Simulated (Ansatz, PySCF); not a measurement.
Process, species as SMILES: Oc1[c-]cc[se]1 -> Oc1[c-]c[se]c1
Geometries: B3LYP-D3(BJ)/def2-TZVP minima from Ansatz (a first-principles code), one conformer each, not searched for the lowest. Frequencies are from Ansatz or PySCF. Unstable Hartree-Fock reference: Oc1[c-]cc[se]1, Oc1[c-]c[se]c1.

Quantity: isomerisation energy (enthalpy at 298 K, with B3LYP-D3(BJ) rigid-rotor harmonic-oscillator terms), in kJ/mol. Cores are frozen in the correlated levels unless marked. Spin-orbit coupling is left out. The frozen core is the preceding noble-gas configuration, with the filled d and f shells of earlier blocks. Non-relativistic. Anions need diffuse functions: aug- sets have them; def2-D sets add few; the other sets have none. Basis-set limits of correlation are two-point, X^-3; Hartree-Fock from the larger set.

```
level                                        program  isomerisation energy (kJ/mol)
------------------------------------  --------------  -----------------------------
B3LYP-D3(BJ)/def2-TZVPD               Ansatz + dftd3                          -41.3
B3LYP-D4/def2-TZVPD                   Ansatz + dftd4                          -41.5
r2SCANh-D4/def2-TZVPD                 Ansatz + dftd4                          -41.7
RPA@PBE/cc-pVTZ                               Ansatz                          -41.7
MP2/CBS(aug-cc-pVTZ,aug-cc-pVQZ)              Ansatz                          -42.8
CCSD(T)/cc-pVDZ                               Ansatz                          -44.5
CCSD(T)/CBS(aug-cc-pVTZ,aug-cc-pVQZ)          Ansatz                          -44.0
```
